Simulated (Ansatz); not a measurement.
Ansatz (a program for electronic structure) input (wB97M-V/def2-TZVPD):

Ansatz 0.2 input:
```yaml
crystal:
  periodic: [false, false, false]
  atoms:
    - {symbol: C, position_ang: [-1.67323436, -0.00554951, -0.04317373]}
    - {symbol: I, position_ang: [0.27297455, 0.00090536, 0.00704344]}
    - {symbol: H, position_ang: [-2.21653840, 0.93356701, -0.08444468]}
    - {symbol: H, position_ang: [-2.21170666, -0.94825390, -0.02981539]}
basis:
  gaussian:
    orbitals: def2-TZVPD
hamiltonian:
  xc: {name: wB97M-V}
total_charge: 1
output: {forces: true}
```

Output:

```
Functional definition: wB97M-V
integrals: 0.05 GiB planned
719 factors; their error is unknown
integrals: 0.08 GiB planned
232 factors; integrals over basis functions are off by at most 3.6e-5 eV
mean field: 0.47 GiB planned
mean field evaluation 1: about -9155.3034 eV, gradient 4.4e1 eV
mean field evaluation 2: about -9153.5341 eV, gradient 5.1e1 eV
mean field evaluation 4: about -9159.5655 eV, gradient 1.5e0 eV
mean field evaluation 8: about -9159.5813 eV, gradient 7.6e-2 eV
mean field evaluation 16: about -9159.7060 eV, gradient 4.7e-5 eV
mean field -9159.70595079 eV, -336.6129850197 hartree, gradient 4.7e-5 eV, S^2 0.000000; 0 other end points of the search recorded, 0 dependent functions left out
the calculation of the forces begins
reference -9159.70598530 eV, -336.6129862880 hartree; 16, 16 occupied and 98, 98 virtual orbitals, 719 factors
Total energy: -9159.70598530 eV, -336.6129862880 hartree
Atom 0 at    -1.673234    -0.005550    -0.043174 Å, force     0.528356     0.001752     0.013633 eV/Å
Atom 1 at     0.272975     0.000905     0.007043 Å, force    -0.551982    -0.001831    -0.014243 eV/Å
Atom 2 at    -2.216538     0.933567    -0.084445 Å, force     0.011830    -0.006302     0.000489 eV/Å
Atom 3 at    -2.211707    -0.948254    -0.029815 Å, force     0.011797     0.006380     0.000121 eV/Å
Dipole moment:    -0.687130    -0.002279    -0.017730 e Å
```
